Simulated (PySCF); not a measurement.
B(Cl)(F)(SiH3) (BClFH₃Si), SMILES FB(Cl)[SiH3]. Atoms are numbered in the order given.

```xyz
7

B      0.4266     0.1553     0.0000
Cl    -0.6600     1.5484     0.0000
F      1.7220     0.4071     0.0000
Si    -0.3390    -1.7279     0.0000
H      0.7297    -2.7682     0.0000
H     -1.1967    -1.9026     1.2096
H     -1.1967    -1.9026    -1.2096
```
Charge 0, spin multiplicity 1.

The structure is a stationary point at B3LYP-D3(BJ)/def2-SVP.

Calculation: TDA-PBE0/def2-SVPD in PySCF 2.14.0.

Vertical excitations. Gas-phase values at a fixed geometry. State labels are in the subgroup Cs.

Computed UV-visible absorptions:
| state | symmetry | energy (eV) | λ (nm) | f | main pairs |
|---|---|---|---|---|---|
| S1 | A" | 5.53 | 224 | 0.014 | HOMO→LUMO 97 % |
| S2 | A" | 6.51 | 191 | 0.007 | HOMO−1→LUMO 77 %, HOMO−3→LUMO 21 % |
| S3 | A" | 7.01 | 177 | 0.008 | HOMO−3→LUMO 78 %, HOMO−1→LUMO 21 % |
| S4 | A' | 7.07 | 175 | 0.099 | HOMO−2→LUMO 94 % |
| S5 | A' | 7.50 | 165 | 0.035 | HOMO−4→LUMO 84 % |
| S6 | A' | 7.81 | 159 | 0.043 | HOMO→LUMO+1 95 % |
| S7 | A' | 8.29 | 149 | 0.223 | HOMO→LUMO+2 80 % |
| S8 | A' | 8.72 | 142 | 0.220 | HOMO→LUMO+3 74 % |
| S9 | A" | 8.76 | 141 | 0.001 | HOMO→LUMO+5 92 % |
| S10 | A' | 8.87 | 140 | 0.065 | HOMO−1→LUMO+1 89 % |
| T1 | A" | 4.47 | 277 | 0 | HOMO→LUMO 94 % |
| T2 | A' | 6.14 | 202 | 0 | HOMO−2→LUMO 77 %, HOMO−4→LUMO 21 % |
| T3 | A" | 6.19 | 200 | 0 | HOMO−1→LUMO 81 %, HOMO−3→LUMO 14 % |
| T4 | A' | 6.56 | 189 | 0 | HOMO−4→LUMO 76 %, HOMO−2→LUMO 20 % |
Triplets are in the Tamm–Dancoff approximation.
